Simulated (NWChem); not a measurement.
All runs are NWChem calculations. System: BiCl₃, charge 0, spin multiplicity 1, at a geometry optimised with PBE0/def2-SVP with def2 effective core potentials on Bi. The structure started from a generated list of species. Level: CCSD(T)/def2-SVP with def2 effective core potentials on Bi, 19 core orbitals frozen.

The NWChem input:

```
start mol
memory heap 100 mb stack 700 mb global 1900 mb
geometry units angstroms nocenter noautoz
  Bi     0.002103     0.446832     0.000000
  Cl    -1.083613    -0.722116     1.870969
  Cl    -1.083613    -0.722116    -1.870969
  Cl     2.156961    -0.737359     0.000000
  symmetry group Cs
end
basis spherical
  * library def2-svp
end
ecp
  Bi library def2-ecp
end
scf
  rhf
  nopen 0
  maxiter 100
  thresh 1e-7
  semidirect memsize 60000000 filesize 0
end
ccsd
  freeze core 19
  maxiter 60
end
task ccsd(t) energy
```

Output (cleaned and shortened):

```
             Northwest Computational Chemistry Package (NWChem) 7.3.0
             --------------------------------------------------------

                                NWChem Input Module
                                -------------------

 Scaling coordinates for geometry "geometry" by  1.889725989
 (inverse scale =  0.529177249)

 Turning off AUTOSYM since
 SYMMETRY directive was detected!

                             Geometry "geometry" -> ""
                             -------------------------

 Output coordinates in angstroms (scale by  1.889725989 to convert to a.u.)

  No.       Tag          Charge          X              Y              Z
 ---- ---------------- ---------- -------------- -------------- --------------
    1 Bi                  83.0000     0.00210300     0.44683200     0.00000000
    2 Cl                  17.0000    -1.08361300    -0.72211600     1.87096900
    3 Cl                  17.0000    -1.08361300    -0.72211600    -1.87096900
    4 Cl                  17.0000     2.15696100    -0.73735900     0.00000000

 Effective nuclear repulsion energy (a.u.)    1033.6229883785

            Nuclear Dipole moment (a.u.)
            ----------------------------
        X                 Y               Z
 ---------------- ---------------- ----------------
     0.0000831479     0.0000170075     0.0000000000

      Symmetry information
      --------------------

 Group name             Cs
 Group number              2
 Group order               2
 No. of unique centers     3

      Symmetry unique atoms

     1    2    4


 Summary of "ao basis" -> "" (spherical)
 ------------------------------------------------------------------------------
       Tag                 Description            Shells   Functions and Types
 ---------------- ------------------------------  ------  ---------------------
 *                          def2-svp                  on all atoms

 Summary of "ao basis" -> "ao basis" (spherical)
 ------------------------------------------------------------------------------
       Tag                 Description            Shells   Functions and Types
[...]
 ccsd(t): done       13 out of       43 progress:   30.2%
 ccsd(t): done       14 out of       43 progress:   32.6%
 ccsd(t): done       15 out of       43 progress:   34.9%
 ccsd(t): done       16 out of       43 progress:   37.2%
 ccsd(t): done       17 out of       43 progress:   39.5%
 ccsd(t): done       18 out of       43 progress:   41.9%
 ccsd(t): done       19 out of       43 progress:   44.2%
 ccsd(t): done       20 out of       43 progress:   46.5%
 ccsd(t): done       21 out of       43 progress:   48.8%
 ccsd(t): done       22 out of       43 progress:   51.2%
 ccsd(t): done       23 out of       43 progress:   53.5%
 ccsd(t): done       24 out of       43 progress:   55.8%
 ccsd(t): done       25 out of       43 progress:   58.1%
 ccsd(t): done       26 out of       43 progress:   60.5%
 ccsd(t): done       27 out of       43 progress:   62.8%
 ccsd(t): done       28 out of       43 progress:   65.1%
 ccsd(t): done       29 out of       43 progress:   67.4%
 ccsd(t): done       30 out of       43 progress:   69.8%
 ccsd(t): done       31 out of       43 progress:   72.1%
 ccsd(t): done       32 out of       43 progress:   74.4%
 ccsd(t): done       33 out of       43 progress:   76.7%
 ccsd(t): done       34 out of       43 progress:   79.1%
 ccsd(t): done       35 out of       43 progress:   81.4%
 ccsd(t): done       36 out of       43 progress:   83.7%
 ccsd(t): done       37 out of       43 progress:   86.0%
 ccsd(t): done       38 out of       43 progress:   88.4%
 ccsd(t): done       39 out of       43 progress:   90.7%
 ccsd(t): done       40 out of       43 progress:   93.0%
 ccsd(t): done       41 out of       43 progress:   95.3%
 ccsd(t): done       42 out of       43 progress:   97.7%
 ccsd(t): done       43 out of       43 progress:  100.0%
 Time for integral evaluation pass     1        4.81
 Time for triples evaluation pass      1       13.08

 pseudo-e(mp4)  -0.14899384841395E-01
 pseudo-e(mp5)   0.59846385593569E-03
        e(t)    -0.14300920985459E-01

 --------------
 CCSD(T) Energy
 --------------
 Reference energy:                   -1591.730392671892787

 CCSD corr. energy:                     -0.538902418436549
 T(CCSD) corr. energy:                  -0.014899384841395
 Total CCSD+T(CCSD) energy:          -1592.284194475170807

 CCSD corr. energy:                     -0.538902418436549
 (T) corr. energy:                      -0.014300920985459
 Total CCSD(T) energy:               -1592.283596011314785

 routine      calls  cpu(0)   cpu-min  cpu-ave  cpu-max   i/o
 aoccsd          1     0.04     0.04     0.04     0.04    0.00
 iterdrv         1     0.03     0.03     0.03     0.03    0.00
 pampt          13     0.29     0.29     0.29     0.29    0.00
 t2pm           13     0.77     0.77     0.77     0.77    0.00
 sxy            13     1.10     1.10     1.10     1.10    0.00
 ints      4050241    70.45    70.45    70.45    70.45    0.00
 t2eri        7735    25.20    25.20    25.20    25.20    0.00
 idx2         7735     3.55     3.55     3.55     3.55    0.00
 idx34          13     0.40     0.40     0.40     0.40    0.00
 ht2pm          13     0.93     0.93     0.93     0.93    0.00
 itm            13     3.39     3.39     3.39     3.39    0.00
 pdiis          13     0.08     0.08     0.08     0.08    0.00
 triples         1     0.00     0.00     0.00     0.00    0.00
 rdtrpo          1     0.03     0.03     0.03     0.03    0.00
 trpmos          1     4.81     4.81     4.81     4.81    0.00
 trpdrv          1     1.42     1.42     1.42     1.42    0.00
 dovvv      264708     4.23     4.23     4.23     4.23    0.00
 doooo      264708     2.60     2.60     2.60     2.60    0.00
 tengy      250776     4.58     4.58     4.58     4.58    0.00
 Total               123.90   123.90   123.90   123.90    0.00

 Task  times  cpu:      130.7s     wall:      130.7s

 Total times  cpu:      130.7s     wall:      130.7s
```
